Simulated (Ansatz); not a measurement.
`[TeH][SiH]1CC1` + CH₃SH → `CS[SiH]1CC1` + H₂Te at 298.15 K and 1 bar (ligand exchange at the Si–Te bond).

Isolated molecules relaxed with PBE0-D4/def2-TZVP in Ansatz; ΔE leaves out vibrations. CCSD(T)/CBS adds triple-zeta CCSD(T) − MP2 to the extrapolated MP2 energy (def2 sets, frozen cores). This one scheme is used for every species. Elements past krypton have def2 core potentials. For Te outer-core shells are correlated without core-valence functions, which leaves a few kJ/mol of doubt a bond. Each species was taken in one conformer, which may not be the lowest.

```csv
species,CCSD(T)/CBS energy (Eh),H − E (kJ/mol),S (J/(mol·K))
`[TeH][SiH]1CC1`,-636.50106,200.8,342.3
CH₃SH,-438.22835,133.0,253.2
`CS[SiH]1CC1`,-805.81573,288.4,358.8
H₂Te,-268.91024,41.3,228.4
```

H − E and S are ideal-gas, rigid-rotor, harmonic terms from PBE0-D4/def2-TZVP, for one conformer and one mirror image of each species. 1 Eh = 2625.50 kJ/mol, R = 8.31446 J/(mol·K).

**Question.** By hand: ΔE, ΔH, ΔS and ΔG.

**Answer.** ΔE = (-805.81573) + (-268.91024) − (-636.50106) − (-438.22835) = 0.00344 Eh = 9.0 kJ/mol. Δ(H − E) = 288.4 + 41.3 − 200.8 − 133.0 = -4.1, so ΔH = 4.9 kJ/mol. ΔS = 358.8 + 228.4 − 342.3 − 253.2 = -8.3 J/(mol·K). ΔG = 4.9 − 298.15 × (-8.3)/1000 = 7.4 kJ/mol.

**Question.** By hand: the equilibrium constant, and the temperature at which ΔG would vanish if ΔH and ΔS stayed fixed.

**Answer.** log₁₀ K = −ΔG/(RT ln 10) = -1.3. ΔH and −TΔS have one sign here, so there is no such temperature. One of them is within its doubt of zero, so this could turn.

TΔS isn't small against ΔH here. A doubt of 5 kJ/mol in ΔE shifts log₁₀ K by 0.9 here. Other conformers and mirror images would add mixing entropy, several J/(mol·K) or more a flexible species. Modes under 60 cm⁻¹, often nearly free rotors, make the harmonic entropy too high. These are equilibria of isolated gas molecules and say nothing of rates. Largest T1 diagnostic: 0.011 (customary marks: 0.02 for closed shells, 0.045 for open ones).
